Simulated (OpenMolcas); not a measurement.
**V2+: from CASSCF to CASPT2**

```yaml
Program: OpenMolcas 26.06
Basis: ANO-RCC-VQZP [7s6p4d3f2g1h]
Scalar_Hamiltonian: DKH2, point nucleus
Active_space: 3 electrons in 6 orbitals (3d 4s)
State_averaging: 2S+1 = 4 even, 20 roots; 2S+1 = 2 even, 64 roots kept (CI in the orbitals of an earlier block)
Spin-orbit_coupling: state interaction with AMFI integrals over the reference wave functions, term energies averaged over their components
```

Methods on the same reference wave functions:
A. CASSCF
B. SS-CASPT2, IPEA 0.25 Eh, imaginary shift 0.1 Eh (closed shells correlated: 3s 3p)
C. MS-CASPT2, IPEA 0.25 Eh, imaginary shift 0.1 Eh (closed shells correlated: 3s 3p)

Energies in cm-1 above 3d3 4F 3/2, the measured ground level; measured values from Sugar and Corliss, J. Phys. Chem. Ref. Data 7, 1191 (1978).

```csv
Level,A,B,C,Measured
3d3 4F 3/2,0.0,0.0,0.0,0.0
3d3 4F 5/2,160,162,162,146
3d3 4F 7/2,381,383,383,342
3d3 4F 9/2,659,660,660,584
3d3 4P 1/2,15300,11820,11820,11514
3d3 4P 3/2,15378,11890,11890,11592
3d3 2G 7/2,15464,11870,11860,11966
3d3 4P 5/2,15557,12080,12080,11770
3d3 2G 9/2,15704,12110,12110,12187
3d3 2P 1/2,20435,15350,15320,15580
3d3 2P 3/2,20548,15380,15350,15550
3d3 2H 9/2,20553,16870,16870,16811
3d3 2H 11/2,20741,17060,17060,16978
3d3 2D 3/2(1),22260,16360,16330,16330
3d3 2D 5/2(1),22455,16470,16450,16375
3d3 2F 7/2,35605,27730,27690,27728
3d3 2F 5/2,35706,27830,27790,27847
3d2 4s 4F 3/2,42731,44160,44160,43942
3d2 4s 4F 5/2,42888,44320,44320,44110
3d2 4s 4F 7/2,43109,44540,44540,44346
3d2 4s 4F 9/2,43393,44830,44830,44647
3d2 4s 2F 5/2,50644,49420,49450,49328
3d2 4s 2F 7/2,51085,49860,49900,49805
3d3 2D 5/2(2),55672,42600,42600,42267
```

Deviations, from unrounded energies. A percentage is the sum of absolute deviations over the sum of measured energies, with the sign that they share, or ± where signs differ.

```tsv
Against measurement	Levels	A	B	C
mean absolute deviation (cm-1)	23	3700	140	150
fine structure of the ground term (%)	3	+12.2	+12.5	+12.6
other terms of the ground configuration (%)	14	+30.2	±0.8	±0.9
other configurations (%)	6	±2.7	+0.3	+0.4
```

B, C lie about equally close to measurement and A furthest from it. The largest miss of B in the table is 3d3 2D 5/2(2), by +330 cm-1. The ranking rests on the paired levels alone, and a cruder setting can come out closer through cancelling errors.

Between B and C the level of the table that moves most is 3d2 4s 2F 7/2, by 35 cm-1 (lowest in B, highest in C). Moves below CASPT2's spread within the term are not significant.

The two smallest mean deviations differ by little beside CASPT2's spread within terms, so their order carries little weight.

From A to B the spin-free energies of the other terms of 3d3 shown, above 4F, scale by factors of 0.73 to 0.82, as is usual when dynamic correlation screens the repulsion within a d or f shell.

The lowest spin-free term lies below A's lowest term by 0.383 hartree in B, 0.383 hartree in C.

Term energies are means over components that CASPT2 splits; among the terms shown or strongly mixed into the levels shown the widest spread is 1900 cm-1 (3d2 4s 2F, C). Terms from blocks run as CI alone lack orbitals of their own. A single d shell beside an s shell can misplace configurations of different d count against each other. Without dynamic correlation excited terms often stand tens of per cent too high (terms of higher spin than the ground term too low), and those without a measured partner can miss by more than the paired ones (holds for A). Some levels mix across a computed gap that differs much from the measured one, so their mixing is not that of the real levels (holds for A). The CASPT2 spread within a term exceeds the gap to the next term for 3d3 4P and 3d3 2G, so the order of their levels is uncertain (holds for C). Measured partners are found by configuration, term and J. A level has none where our copy of the source lacks it or the pairing is in doubt (some pairs that miss far off the trend of their configuration count as doubtful), and it then counts in no deviation. Levels of configurations outside the active space are missing. Levels that lie high or do not pair safely by name in every column are left out.

A number in round brackets counts repeated terms of one configuration in the order of the reference energies.
